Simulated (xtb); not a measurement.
erbium atom (Er), triplet (GFN-xTB shapes and energies of metal compounds can be far from the true ones) (GFN-xTB holds the 4f electrons in the core, so unpaired electrons go into valence orbitals and the state isn't the physical one); xtb with GFN0-xTB.

The xtb input:
```
$ xtb mol.xyz --gfn 0 --uhf 2 --hess --json

# file mol.xyz
1

Er     0.00000000     0.00000000     0.00000000
```

Problem. Predict the main parts of the log of this xtb run.

Solution. 
```
   ID    Z sym.   atoms
    1   68 Er     1

           -------------------------------------------------
          |                Calculation Setup                |
           -------------------------------------------------

           -------------------------------------------------
          |                 G F N 0 - x T B                 |
           -------------------------------------------------

          ...................................................
          :                      SETUP                      :
          :.................................................:
          :  # basis functions                  10          :
          :  # atomic orbitals                   9          :
          :  # shells                            3          :
          :  # electrons                         3          :
          :  electronic temp.          300.0000000     K    :
          :  accuracy                    1.0000000          :
          :  -> integral cutoff          0.2500000E+02      :
          :  -> integral neglect         0.1000000E-07      :
          ...................................................

         :::::::::::::::::::::::::::::::::::::::::::::::::::::
         ::                     SUMMARY                     ::
         :::::::::::::::::::::::::::::::::::::::::::::::::::::
         :: total energy              -1.053157941124 Eh    ::
         :: gradient norm              0.000000000000 Eh/a0 ::
         :: HOMO-LUMO gap              0.000000000000 eV    ::
         ::.................................................::
         :: H0 energy                 -1.053157941124 Eh    ::
         :: repulsion energy           0.000000000000 Eh    ::
         :: electrostat energy         0.000000000000 Eh    ::
         :: -> Gsolv                   0.000000000000 Eh    ::
         ::    -> Gsasa                0.000000000000 Eh    ::
         ::    -> Gshift               0.000000000000 Eh    ::
         :: dispersion energy          0.000000000000 Eh    ::
         :: short-range corr.          0.000000000000 Eh    ::
         :: add. restraining           0.000000000000 Eh    ::
         :: total charge               0.000000000000 e     ::
         :::::::::::::::::::::::::::::::::::::::::::::::::::::

           -------------------------------------------------
          |                Numerical Hessian                |
           -------------------------------------------------
step length          :   0.00500
SCC accuracy         :   0.30000
Hessian scale factor :   1.00000
frozen atoms in %    :   0.00000    0
RMS gradient         :   0.00000

writing file <hessian>.

 vibrational frequencies (cm⁻¹)
eigval :        0.08     0.08     0.08
           -------------------------------------------------
          |                Property Printout                |
           -------------------------------------------------

    * Orbital Energies and Occupations

         #    Occupation            Energy/Eh            Energy/eV
      -------------------------------------------------------------
         1        2.0000           -0.3673810              -9.9969
         2        0.2000           -0.3160188              -8.5993 (HOMO)
         3        0.2000           -0.3160188              -8.5993 (LUMO)
         4        0.2000           -0.3160188              -8.5993
         5        0.2000           -0.3160188              -8.5993
         6        0.2000           -0.3160188              -8.5993
         7                         -0.0793598              -2.1595
         8                         -0.0793598              -2.1595
         9                         -0.0793598              -2.1595
      -------------------------------------------------------------
                  HL-Gap            0.0000000 Eh            0.0000 eV
             Fermi-level            0.0000000 Eh            0.0000 eV

     #   Z          covCN         q      C6AA      α(0)
[...]

 dipole moment from electron density (au)
     X       Y       Z
   0.0000   0.0000   0.0000  total (Debye):    0.000

           -------------------------------------------------
          |               Frequency Printout                |
           -------------------------------------------------
 vibrational frequencies (cm⁻¹)
eigval :        0.08     0.08     0.08
 reduced masses (amu)
   1:  0.00   2:  0.00   3:  0.00
 IR intensities (km·mol⁻¹)
   1:  0.00   2:  0.00   3:  0.00
 Raman intensities (Ä⁴*amu⁻¹)
   1:  0.00   2:  0.00   3:  0.00
 output can be read by thermo (or use thermo option).
 writing <g98.out> molden fake output.
 recommended (thermochemical) frequency scaling factor: 1.0
           -------------------------------------------------
Molecule has the following symmetry elements: (i) (Cinf) (sigma)
It seems to be the Kh point group
          |             Thermodynamic Functions             |
           -------------------------------------------------

Kh  symmetry found (for desy threshold:  0.10E+00) used in thermo

          ...................................................
          :                      SETUP                      :
          :.................................................:
          :  # frequencies                           0      :
          :  # imaginary freq.                       0      :
          :  linear?                              true      :
          :  only rotor calc.                     true      :
          :  symmetry                               Kh      :
          :  rotational number                       1      :
          :  scaling factor                  1.0000000      :
          :  rotor cutoff                   50.0000000 cm⁻¹ :
          :  imag. cutoff                  -20.0000000 cm⁻¹ :
          :.................................................:

    mode    ω/cm⁻¹     T·S(HO)/kcal·mol⁻¹    T·S(FR)/kcal·mol⁻¹   T·S(vib)
   ------------------------------------------------------------------------
   ------------------------------------------------------------------------

   temp. (K)  partition function   enthalpy   heat capacity  entropy
                                   cal/mol     cal/K/mol   cal/K/mol   J/K/mol
 298.15  VIB   1.00                    0.000      0.000      0.000
         ROT   1.00                    0.000      0.000      0.000
         INT   1.00                    0.000      0.000      0.000
         TR   0.209E+28             1481.254      4.968     41.233
         TOT                        1481.2539     4.9681    41.2325   172.5169

       T/K    H(0)-H(T)+PV         H(T)/Eh          T*S/Eh         G(T)/Eh
   ------------------------------------------------------------------------
    298.15    0.236053E-02    0.236053E-02    0.195909E-01   -0.172304E-01
   ------------------------------------------------------------------------

         :::::::::::::::::::::::::::::::::::::::::::::::::::::
         ::                  THERMODYNAMIC                  ::
         :::::::::::::::::::::::::::::::::::::::::::::::::::::
         :: total free energy          -1.070388318463 Eh   ::
         ::.................................................::
         :: total energy               -1.053157941124 Eh   ::
         :: zero point energy           0.000000000000 Eh   ::
         :: G(RRHO) w/o ZPVE           -0.017230377338 Eh   ::
         :: G(RRHO) contrib.           -0.017230377338 Eh   ::
         :::::::::::::::::::::::::::::::::::::::::::::::::::::

           -------------------------------------------------
          | TOTAL ENERGY               -1.053157941124 Eh   |
          | TOTAL ENTHALPY             -1.050797412745 Eh   |
          | TOTAL FREE ENERGY          -1.070388318463 Eh   |
          | GRADIENT NORM               0.000000000000 Eh/α |
          | HOMO-LUMO GAP               0.000000000000 eV   |
           -------------------------------------------------

normal termination of xtb
```
